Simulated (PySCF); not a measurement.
selenium atom (Se), triplet; SCAN/3-21G (PySCF).

PySCF was given this input:
```python
from pyscf import gto, scf, dft

mol = gto.Mole()
mol.atom = '''
    Se    0.000000    0.000000    0.000000
'''
mol.basis = '3-21g'
mol.charge = 0
mol.spin = 2
mol.verbose = 4
mol.build()

mf = dft.UKS(mol)
mf.xc = 'scan'
mf.kernel()
```

Problem. Predict the main parts of the log of this PySCF run.

Solution. 
```
PySCF version 2.14.0

[INPUT] verbose = 4
[INPUT] num. atoms = 1
[INPUT] num. electrons = 34
[INPUT] charge = 0
[INPUT] spin (= nelec alpha-beta = 2S) = 2
[INPUT] symmetry False subgroup None
[INPUT] Mole.unit = angstrom
[INPUT] Symbol           X                Y                Z      unit          X                Y                Z       unit  Magmom
[INPUT]  1 Se     0.000000000000   0.000000000000   0.000000000000 AA    0.000000000000   0.000000000000   0.000000000000 Bohr   0.0

nuclear repulsion = 0
number of shells = 10
number of NR pGTOs = 54
number of NR cGTOs = 22
basis = 3-21g
ecp = {}

******** <class 'pyscf.dft.uks.UKS'> ********
method = UKS
initial guess = minao
damping factor = 0
level_shift factor = 0
DIIS = <class 'pyscf.scf.diis.CDIIS'>
diis_start_cycle = 1
diis_space = 8
diis_damp = 0
SCF conv_tol = 1e-09
SCF conv_tol_grad = None
SCF max_cycles = 50
direct_scf = True
direct_scf_tol = 1e-13
number electrons alpha = 18  beta = 16
XC library pyscf.dft.libxc version 7.1.2
    S. Lehtola, C. Steigemann, M. J. T. Oliveira, and M. A. L. Marques,  SoftwareX 7, 1–5 (2018)
XC functionals = scan
    J. Sun, A. Ruzsinszky, and J. P. Perdew,  Phys. Rev. Lett. 115, 036402 (2015)
    J. Sun, A. Ruzsinszky, and J. P. Perdew,  Phys. Rev. Lett. 115, 036402 (2015)
radial grids:
    Treutler-Ahlrichs [JCP 102, 346 (1995); DOI:10.1063/1.469408] (M4) radial grids

becke partition: Becke, JCP 88, 2547 (1988); DOI:10.1063/1.454033
pruning grids: <function nwchem_prune>
grids dens level: 3
symmetrized grids: False
atomic radii adjust function: <function treutler_atomic_radii_adjust>
small_rho_cutoff = 0
Set gradient conv threshold to 3.16228e-05
tot grids = 20424
init E= -2387.90824788459

cycle= 1 E= -2390.28512365012  delta_E= -2.38  |g|= 0.0622  |ddm|= 0.909
cycle= 2 E= -2390.2872475739  delta_E= -0.00212  |g|= 0.0252  |ddm|= 0.175
cycle= 3 E= -2390.28767733423  delta_E= -0.00043  |g|= 0.000847  |ddm|= 0.0529
cycle= 4 E= -2390.28767797481  delta_E= -6.41e-07  |g|= 8.44e-05  |ddm|= 0.00208
cycle= 5 E= -2390.28767798761  delta_E= -1.28e-08  |g|= 1.02e-05  |ddm|= 0.000392
cycle= 6 E= -2390.28767798901  delta_E= -1.4e-09  |g|= 4.81e-06  |ddm|= 0.000183
cycle= 7 E= -2390.28767799037  delta_E= -1.36e-09  |g|= 4.65e-06  |ddm|= 0.000196
cycle= 8 E= -2390.28767801021  delta_E= -1.98e-08  |g|= 2.48e-06  |ddm|= 0.00385
cycle= 9 E= -2390.28767801936  delta_E= -9.15e-09  |g|= 2.4e-06  |ddm|= 0.00269
cycle= 10 E= -2390.28767801456  delta_E= 4.8e-09  |g|= 2.48e-06  |ddm|= 0.00149
cycle= 11 E= -2390.28767801555  delta_E= -9.92e-10  |g|= 2.42e-06  |ddm|= 0.000275
Extra cycle  E= -2390.28767801587  delta_E= -3.23e-10  |g|= 2.52e-06  |ddm|= 8.56e-05
converged SCF energy = -2390.28767801587  <S^2> = 2.0001844  2S+1 = 3.0001229
```
